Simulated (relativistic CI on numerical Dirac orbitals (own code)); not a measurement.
# Mn⁶⁺: L2,3 absorption edge

Computed with this model: Dirac-Coulomb-Breit CI, orbitals from a KLI potential per configuration, model QED, valence Slater integrals scaled by 0.8, multiplet model of core-to-valence dipole absorption; configurations [Ar] 3d → [He] 2s2 2p5 3s2 3p6 3d2; 10 K; Lorentzian 0.24 eV and Gaussian 0.3 eV FWHM. Energies are those of the free ion, without screening or charge transfer. The branching ratio is the share of the lower-energy edge in the whole absorption, uncertain by about 0.02 where the edges overlap. S is read from ⟨S²⟩ = S(S + 1).

Field parameters in Wybourne normalisation: D3d B²₀ = −7Dσ, B⁴₀ = −14Dq − 21Dτ, B⁴₃ = −14√(10/7) Dq; Oh B⁴₀ = 21Dq, B⁴₄ = √(5/14) B⁴₀; Td as Oh with Dq negative (B⁴₀ = 21Dq, B⁴₄ = √(5/14) B⁴₀). The field is a parameter set, without covalency.

free ion: ground-state S = 0.50, centroid 663.01 eV, branching ratio 0.638. Peaks (eV, height): 654.3 (8), 655.1 (8), 656.0 (10), 657.6 (73), 659.0 (89), 659.8 (48), 663.8 (46), 664.9 (32), 667.3 (30), 668.2 (100), 669.1 (43), 672.0 (16).

Oh, 10Dq = 27750 cm⁻¹: ground-state S = 0.50, centroid 663.53 eV, branching ratio 0.554. Peaks (eV, height): 653.1 (15), 654.1 (13), 654.8 (14), 655.2 (15), 655.8 (24), 656.8 (24), 657.4 (18), 658.2 (35), 659.6 (99), 660.1 (63), 662.7 (54), 663.8 (33), 664.8 (15), 666.0 (32), 666.4 (28), 667.1 (64), 667.8 (34), 669.0 (100), 669.6 (50), 670.0 (73), 670.8 (37).

Td, 10Dq = -4500 cm⁻¹: ground-state S = 0.50, centroid 663.48 eV, branching ratio 0.562. Peaks (eV, height): 655.4 (8), 656.3 (14), 657.7 (48), 658.6 (44), 659.0 (47), 660.0 (22), 662.0 (8), 663.9 (18), 664.5 (20), 665.0 (20), 666.3 (7), 667.9 (100), 668.6 (64), 669.4 (28), 672.3 (7).

Td, 10Dq = -12800 cm⁻¹: ground-state S = 0.50, centroid 663.64 eV. Peaks (eV, height): 655.4 (9), 657.1 (21), 658.3 (46), 658.7 (63), 659.4 (36), 660.0 (16), 660.9 (12), 662.8 (13), 663.2 (13), 664.2 (14), 664.7 (14), 665.8 (24), 666.7 (20), 668.3 (100), 669.3 (41), 670.5 (9).

Oh, 10Dq = 21950 cm⁻¹: ground-state S = 0.50, centroid 663.49 eV, branching ratio 0.536. Peaks (eV, height): 653.2 (12), 654.1 (6), 655.0 (12), 655.6 (20), 656.3 (20), 657.6 (22), 658.9 (58), 659.6 (100), 661.6 (16), 662.9 (40), 664.0 (26), 665.3 (21), 666.0 (25), 666.9 (51), 667.4 (38), 668.6 (87), 669.3 (70), 670.2 (49).

D3d, 10Dq = 16250, Dσ = -1000, Dτ = 350 cm⁻¹: ground-state S = 0.50, centroid 663.41 eV, branching ratio 0.532. Peaks (eV, height): 653.7 (11), 656.0 (25), 657.2 (29), 658.3 (68), 659.2 (100), 661.2 (23), 663.1 (42), 663.9 (26), 665.2 (27), 665.7 (26), 667.2 (50), 668.4 (97), 669.0 (83), 669.5 (71), 671.2 (8).

The statistical ratio of this edge is 2/3 = 0.667. Values above it arise where the holes sit mainly in the j = l + 1/2 valence subshell or the ground state has high spin; values below it where core-valence Coulomb terms move weight to the upper edge, as in nearly empty shells.

Strongest unbroadened transitions for Td, 10Dq = -4500 cm⁻¹:

| Energy (eV) | Relative strength |
| --- | --- |
| 657.69 | 43.5 |
| 657.95 | 28.6 |
| 658.45 | 19.7 |
| 658.56 | 21.3 |
| 658.62 | 16.2 |
| 659.00 | 45.3 |
| 659.21 | 21.3 |
| 659.42 | 17.1 |
| 660.05 | 29.3 |
| 663.85 | 16.9 |
| 665.04 | 22.7 |
| 667.59 | 19.8 |
| 667.89 | 35.4 |
| 667.93 | 100.0 |
| 668.49 | 46.0 |
| 668.58 | 25.0 |
| 668.78 | 32.9 |
| 669.40 | 35.1 |
